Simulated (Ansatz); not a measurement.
Molecule: diindium oxide, In2O, charge 0, multiplicity 1. 
Geometry from a B3LYP-D3(BJ)/def2-TZVP (Ansatz, a quantum-chemistry and plane-wave program) optimisation:
```
O
In 1 2.0164
In 1 2.0164 2 180.00
```
Charge 0, spin multiplicity 1.

Basis-set convergence of Hartree-Fock and CCSD correlation energies (hartree) with Ansatz. Correlated levels leave the core frozen unless marked. No spin-orbit coupling. Frozen are the shells of the preceding noble gas and the d and f shells that filled before the atom's block. Past Kr the def2 sets carry scalar-relativistic core potentials.

```tsv
basis	functions	E(HF)	E(corr, CCSD)
def2-SVP	66	-453.29176	-0.28851
def2-TZVPP	131	-453.39953	-0.35023
def2-QZVPP	221	-453.40537	-0.37183
```

Extrapolating the two largest sets (X = 3 and 4) as X^-3: E(corr) = (64·(-0.37183) - 27·(-0.35023))/37 = -0.3876 Eh, an estimate of the basis-set limit. The largest set recovers 95.9 % of it, the smallest 74.4 %.
